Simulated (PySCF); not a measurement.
# Dipole response of Hg²⁺ (mercury, charge +2)

[Xe] 4f14 5d10, closed-shell 1S. Calculation: PySCF 2.14, in x2c-TZVPPall with one added diffuse shell each of s, p, d, f type (12s8p8d4f1g, 113 functions); scalar relativity by spin-free X2C-1e. Coupled (time-dependent) response in atomic units; α is the mean over directions.

```
method  mean α (bohr³)  C₆ (like pair)  S(−4)
   M06           7.965           51.42  11.88
```

S(−4) is the Cauchy moment in α(ω) = α(0) + S(−4) ω² + …

α(iu) at M06:

| u (hartree) | α(iu) (bohr³) |
| --- | --- |
| 0 | 7.965 |
| 0.0500 | 7.936 |
| 0.100 | 7.849 |
| 0.200 | 7.534 |
| 0.300 | 7.092 |
| 0.500 | 6.101 |
| 0.750 | 4.997 |
| 1.00 | 4.128 |
| 1.50 | 2.926 |
| 2.00 | 2.168 |
| 3.00 | 1.309 |
| 5.00 | 0.6149 |

A single London oscillator, α(iu) = α/(1 + u²/ω²), gives C₆ = (3/4) ω α². Matching the computed C₆ needs ω = 4 × 51.42 / (3 × 7.965²) = 1.08 hartree.

For an ion, C₆ is the dispersion term alone; charge-induced terms of lower order in 1/R come first.

Spin-orbit coupling, which splits the p, d and f shells strongly at this Z, is absent.
